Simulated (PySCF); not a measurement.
From computed data to an observable: oscillator strength and radiative lifetime

Sb(F)2(Et) (C2H5F2Sb), SMILES C[CH2][Sb]([F])[F].

Coordinates come from a PBE0-D3(BJ)/def2-SVP optimisation. The structure was generated by enumeration; whether it is a known compound was not checked. The def2 effective core potentials stand for the cores of Sb; spin–orbit coupling is left out. Other conformers were not sampled.

TDA-PBE/def2-SVPD run with PySCF puts the first singlet state with f over 0.02 at 4.57 eV (vertical), with the transition dipole (0.000, 0.000, 0.443) in atomic units.

### Question
Find the oscillator strength, the wavelength and the radiative lifetime that this transition would have in vacuum if emission retraced absorption.

### Answer

|μ|² = 0.1962 au, so |μ| = 1.13 D. ΔE = 4.57/27.211 = 0.1679 hartree. f = (2/3) ΔE |μ|² = 0.022 (the program prints 0.022).
λ = 1239.84/4.57 = 271 nm; ν = 36860 cm⁻¹.
Einstein's coefficient A = 0.6670 ν² f s⁻¹ (ν in cm⁻¹) = 2.0e7 s⁻¹, so τ = 1/A = 50 ns. This state is S1. The figure is the radiative limit of this one transition; relaxation, internal conversion, crossing to triplets and a medium change what is measured.
